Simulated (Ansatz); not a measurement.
Saddle point of SnH$_{3}$Cl, closed shell (SnH₃Cl ([Cl][SnH3]) → SnH₂ + HCl (still joined by a long Sn–Cl bond); bonds formed: Cl2–H3; bonds broken: Sn1–H3; bonds weakened to dative contacts: Sn1–Cl2), PBE0-D4/def2-TZVP structure:

Sn1  (-0.480, -0.289, 0.449)
Cl2  (1.091, 0.279, -1.629)
H3  (-0.065, -0.843, -1.229)
H4  (-1.236, 1.239, 0.699)
H5  (0.690, -0.386, 1.711)
(Å)

Energies are electronic, without zero-point energy. Barriers and step energies count from the start structure reached by relaxing down the imaginary mode; all methods use the PBE0-D4 structures, on which another method's saddle can fall below an end. Ansatz 0.2.0; basis: def2-TZVPP, with def2-QZVPP for the basis limit; cores frozen in the correlated methods. Filled d shells of the heavier atoms are correlated. Core potentials replace the inner electrons of the atoms past krypton. The def2 sets are not built for correlating such inner shells, so the correlated values are less sure here. B3LYP uses VWN-RPA correlation. Extrapolation: Hartree–Fock as exp(−7.88 √X), correlation as X^−2.97.

| method | barrier (eV) | step energy (eV) |
| --- | --- | --- |
| SPW92 | ? | 1.427 |
| PBE-D4 | ? | 1.322 |
| BLYP-D4 | 1.713 | 1.173 |
| r2SCAN-D4 | 1.934 | 1.502 |
| B97M-V | 2.143 | 1.588 |
| PBE0-D4 | 2.034 | 1.473 |
| B3LYP-D4 | 1.971 | 1.313 |
| r2SCAN0-D4 | 2.142 | 1.558 |
| BHLYP-D4 | 2.341 | 1.484 |
| CAM-B3LYP-D4 | 2.199 | 1.452 |
| wB97X-V | 2.353 | 1.579 |
| wB97M-V | ? | 1.455 |
| B2PLYP | 2.091 | 1.411 |
| PBE-QIDH | 2.269 | 1.601 |
| RPA on PBE | 2.133 | 1.410 |
| HF | 2.898 | 1.638 |
| MP2 | 2.192 | 1.501 |
| CCSD | 2.357 | 1.487 |
| CCSD(T) | 2.225 | 1.488 |

**Question.** Fill in the withheld barriers. (To be estimated.)

**Answer.** The calculation gives: wB97M-V 2.236; PBE-D4 1.718; SPW92 1.638 eV. Each is the energy of the saddle less that of the start structure, by the same method.

For comparison, the barrier by CCSD(T) at an estimated basis limit (MP2 extrapolated from triple and quadruple zeta, plus CCSD(T) − MP2 in triple zeta) is 2.174 eV.

No T1 diagnostic of these runs exceeds 0.016. The restricted Hartree–Fock reference is unstable towards an unrestricted one at one or more of these structures.

Losses and insertions of silylenes and their heavier kin drive the gas-phase chemistry of silicon and germanium vapour deposition.

Labels in which every atom is bracketed show which atoms are joined, not bond orders.

For scale, one of the runs: CCSD(T)/def2-TZVPP, 134 basis functions, launched by `ansatz run in.yaml --threads 2 --pin off --events-out ev --progress --plain --max-ram 4352MiB`. Hardware: 2 CPU threads of an Arm Neoverse V1, shared host. Wall time 16 s; peak host memory 0.75 GiB.
